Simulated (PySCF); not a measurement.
## From HF to CCSD(T): MSe along the alkali metals

HF and CCSD(T) in PySCF with def2-SVP on every atom (core potentials on Cs), for the lowest determinant that a PBE0 search found; no spin–orbit coupling.

```tsv
molecule	state (unpaired electrons)	HF Re (Å)	HF ωe (cm⁻¹)	HF De (eV)	CCSD(T) Re (Å)	CCSD(T) ωe (cm⁻¹)	CCSD(T) De (eV)
LiSe	doublet (π ↑)	2.299	516	1.87	2.295	509	2.49
NaSe	doublet (π ↑)	2.636	271	1.37	2.636	266	2.04
KSe	doublet (π ↑)	3.030	193	1.44	3.006	192	1.99
CsSe	doublet (π ↑)	3.348	132	1.54	?	?	?
```

(1) Estimate the CCSD(T) values of CsSe by adding the mean shift from HF to CCSD(T) of the other rows, and compare with the calculation.

(2) What are the mean differences of HF from CCSD(T) over the whole series?

In a basis of this size CCSD(T) is itself not converged; it tends to give bonds that are too long and too weak.

Correlated steps freeze the inner cores (9 to 14 orbitals); shallow outer-core shells are correlated. Correlated levels converge slowly with the basis: in double zeta they bind strong bonds too weakly, by up to about 1 eV, and carry superposition errors of some tenths. These are scalar-relativistic numbers at best; spin–orbit coupling would shift them, the dissociation energy most. States were picked by a PBE0 search and need not be the measured ground states.

## Answers

(1) The mean shifts are -0.9 pm, -4 cm⁻¹ and +0.61 eV, which give 3.339 Å, 128 cm⁻¹ and 2.15 eV. CCSD(T)/def2-SVP gives Re = 3.301 Å, ωe = 138 cm⁻¹, De = 2.02 eV.

(2) Re +1.9 pm, ωe +2 cm⁻¹, De -0.58 eV.
